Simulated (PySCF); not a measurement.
1-fluorocyclopentene (C5H7F), SMILES FC1=CCCC1.

Geometry: ωB97X-D3(BJ)/def2-SVP. One conformer was computed; it need not be the lowest.

Two levels are set side by side: PBE/def2-TZVP (PySCF) and ωB97X/def2-TZVP (PySCF). Same geometry, gas phase. Differences are taken from unrounded values.

```tsv
quantity	ωB97X	PBE	PBE minus ωB97X
orbital gap (eV)	12.07	5.30	-6.77
highest occupied level (eV)	-9.12	-5.61	3.51
lowest empty level (eV)	2.94	-0.32	-3.26
dipole moment (D)	1.66	1.49	-0.17
mean polarisability (bohr³)	56.2	58.4	2.2
```

PBE's occupied levels lie high since its potential decays too fast outside the molecule; exact exchange lowers them and widens the gap. PBE's more diffuse valence density responds more strongly to a field. Differences between two approximate levels are no errors against the true value.

Rough cost on one machine, each run with all the roots and properties that it gave: ωB97X against PBE within a factor of 2.
